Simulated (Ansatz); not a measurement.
Two structures of GeNH7S, closed shell, reached by relaxing down either side of one saddle point (PBE0-D4/def2-TZVP). Energies are electronic, without zero-point energy. Ansatz 0.2.0; basis: def2-TZVPP and def2-QZVPP; cores frozen in the correlated methods. Filled d shells of the heavier atoms are correlated. The def2 sets are not built for correlating such inner shells, so the correlated values are less sure here. Extrapolation: Hartree–Fock as exp(−7.88 √X), correlation as X^−2.97. First:

```xyz
10
angstrom
Ge -1.4033 0.3005 0.1879
N -0.0135 -0.8262 0.6757
H -1.7211 -0.0106 -1.2791
H -2.6714 0.1066 1.0479
H -0.8814 1.7324 0.3618
H 1.5299 -0.2678 -0.6729
S 2.3633 0.2160 -1.6304
H 0.2900 -0.7006 1.6328
H -0.2283 -1.8067 0.5467
H 2.7358 1.2562 -0.8703
```

Second:

Ge1  (-1.163, 1.213, -1.048)
N2  (1.021, -1.311, 1.235)
H3  (-1.634, 2.229, -2.098)
H4  (-2.004, -0.072, -1.154)
H5  (-1.342, 1.803, 0.364)
H6  (0.720, -2.244, 0.982)
S7  (0.968, 0.804, -1.467)
H8  (1.952, -1.386, 1.626)
H9  (0.409, -0.983, 1.972)
H10  (1.072, -0.054, -0.412)
(Å)

Question: Which bonds change from the first to the second?

Answer: GeNH₅ ([NH2][GeH3]) + H₂S → GeH₄S ([SH][GeH3]) + NH₃; bonds formed: Ge1–S7, N2–H6; bonds broken: Ge1–N2, H6–S7.

Question: Give the saddle point's structure and its height above each. (To be estimated.)

Answer: By the calculation: 73.6 kJ/mol above the first and 122.2 kJ/mol above the second (CCSD(T) at an estimated basis limit (MP2 extrapolated from triple and quadruple zeta, plus CCSD(T) − MP2 in triple zeta)).
Ge1  (-1.012, 0.452, -0.113)
N2  (0.203, -0.922, 0.643)
H3  (-1.470, 0.065, -1.512)
H4  (-2.193, 0.112, 0.858)
H5  (-0.561, 1.864, 0.232)
H6  (1.028, -0.731, -0.044)
S7  (1.544, 0.446, -1.531)
H8  (0.461, -0.740, 1.609)
H9  (-0.161, -1.868, 0.575)
H10  (2.159, 1.322, -0.718)
(Å)

The T1 diagnostic stays at or below 0.012.

Exchanges of this kind with a chalcogen hydride build sulfide and selenide films.

Labels in which every atom is bracketed show which atoms are joined, not bond orders.

For scale, one of the runs: CCSD(T)/def2-TZVPP, 219 basis functions (an equivalent command: `ansatz run in.yaml --threads 4`). Time: 87 s of wall clock on 4 CPU threads; the host was shared. Peak host memory: 3.2 GiB.
